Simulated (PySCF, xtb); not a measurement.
BH, SMILES [BH] (connectivity only; charge and spin as stated), neutral, multiplicity 1.

Harmonic wavenumbers (cm⁻¹) from GFN2-xTB in xtb at its own minimum, in rising order: 2719.

Problem. What does r2SCAN-D4/def2-TZVPD (PySCF 2.14.0) give at its own minimum? (The exact figures need the calculation; the answer reports its results.)

Solution. 2301. Paired by order, the mean absolute difference is 419 cm⁻¹ and the zero-point energies are 3.9 and 3.3 kcal/mol.
